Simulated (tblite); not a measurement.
Task: Write Cartesian coordinates for `C/N=C\[C@H]1[SiH2]O[SiH2]C1=O` as optimised with GFN2-xTB.

Result: 
```
atom  x, y, z in Å
C1     2.7236    0.3178   -0.7095
N2     1.7327   -0.5195   -1.3213
C3     0.6221   -0.7307   -0.7742
C4     0.1331   -0.1947    0.5370
Si5   -0.7553    1.4656    0.1567
O6    -2.2662    0.8780   -0.0531
Si7   -2.6550   -0.6791    0.3121
C8    -0.9362   -1.1191    1.0727
O9    -0.7158   -1.9299    1.9426
H10    3.2147   -0.2105    0.1122
H11    3.4717    0.5474   -1.4674
H12    2.3017    1.2499   -0.3154
H13   -0.0695   -1.3600   -1.3252
H14    0.9695   -0.1244    1.2361
H15   -0.7405    2.3461    1.3185
H16   -0.3791    2.0680   -1.1123
H17   -2.9552   -1.3654   -0.9359
H18   -3.7051   -0.6333    1.3148
```

Any rigid rotation of these coordinates is as good. Atoms count from 1 in this order. Si5 (oxygen-bound silicon) is distorted tetrahedral (angles from 98.2° to 116.3°). Of the pairs four or more bonds apart, C1···H14 is among the closest relative to their van der Waals radii: 2.66 Å, 92 % of the sum of Bondi's values. Si7 (oxygen-bound silicon) has angles from 95.3° to 117.2°. The 5-membered ring C4–Si5–O6–Si7–C8 has internal angles of 95.3° to 122.0°; it is puckered, 0.14 Å rms from its mean plane, widest ring torsion 30°.

Bonds between heavy atoms (Å): C1–N2 1.434, N2=C3 1.256, C3–C4 1.499, C4–Si5 1.921, Si5–O6 1.635, O6–Si7 1.646, Si7–C8 1.930, C8=O9 1.209, C4–C8 1.512.

The geometry is computed with GFN2-xTB (gas phase).

Point group: C1 (no symmetry element, even within 0.4 Å). Its GFN2-xTB frequencies are all real (lowest 55 cm⁻¹). The numbers are those of one conformer (N2–C3–C4–Si5 90°, C3–C4–Si5–O6 91°, C4–Si5–O6–Si7 10°, Si5–O6–Si7–C8 5°, O6–Si7–C8–O9 151°). 2 starts were optimised and ended at 0.00 and 1.22 kcal/mol (GFN2-xTB); the lowest of these is shown.

Hardware: Intel Xeon 6975P-C, one thread, no GPU, shared host with 192 logical CPUs at a one-minute load of 48. Cost: 1.4 s. This is the geometry optimisation.
